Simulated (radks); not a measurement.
The numbers below are computed, except where a source is named.
All-electron atom: H in 1s1.

Level of theory: non-relativistic Kohn-Sham, PBE, spin-polarised, spherical densities, point nucleus; open shells are filled with parallel spins first (a radial shooting solver on a logarithmic mesh with Libxc functionals).

Energy parts (eV):
| part | energy |
|---|---|
| total | -13.605 |
| kinetic | 13.465 |
| electron-nucleus | -27.053 |
| Hartree | 8.349 |
| exchange-correlation | -8.367 |

Orbitals (lengths in bohr, moments of r in powers of bohr; <r^-3> diverges for s and p1/2; r(max) is where P^2 peaks; r(90%) holds 90 % of the orbital's charge):
| orbital | occ. | eigenvalue (eV) | <r^-3> | r(90%) | <r^2> | r(max) |
|---|---|---|---|---|---|---|
| 1s up | 1 | -7.5944 | - | 2.78 | 3.238 | 0.9828 |

The highest occupied level is 1s up at -7.594 eV. The spin density at the nucleus is 0.3288 e/bohr^3 (1s 0.3288), a Fermi contact field of 17.2 T. The electron density at the nucleus is 0.3288 e/bohr^3. Spin moment in Bohr magnetons: 1. Summed over all electrons, <r^2> = 3.238 bohr^2, which gives a Langevin (diamagnetic) susceptibility term of -2.56 x 10^-6 cm^3/mol.
